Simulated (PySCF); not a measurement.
C2H8BClSi, SMILES CB(C)[SiH2]Cl. Geometry optimised at PBE-D3(BJ)/def2-SVP. This is a generated structure with no PubChem entry under its InChIKey; it may be hypothetical. Other conformers were not sampled.

Computed equilibrium geometry at PBE-D3(BJ)/def2-SVP (PySCF confirms it by a frequency run) as a Z-matrix (one conformer of several):
```
B
C 1 1.5631
H 2 1.1085 1 114.63
H 2 1.1093 3 110.99 1 132.77
H 2 1.1198 3 104.78 4 114.34
C 1 1.5695 2 122.39 3 149.95
H 6 1.1085 1 116.62 2 155.29
H 6 1.1101 7 109.94 1 131.71
H 6 1.1190 7 105.76 8 113.63
Si 1 2.0347 2 119.46 3 -31.06
H 10 1.5090 1 112.78 2 132.63
H 10 1.5103 11 106.56 1 -122.08
Cl 10 2.1053 11 107.30 12 -114.56
```
Charge 0, spin multiplicity 1.
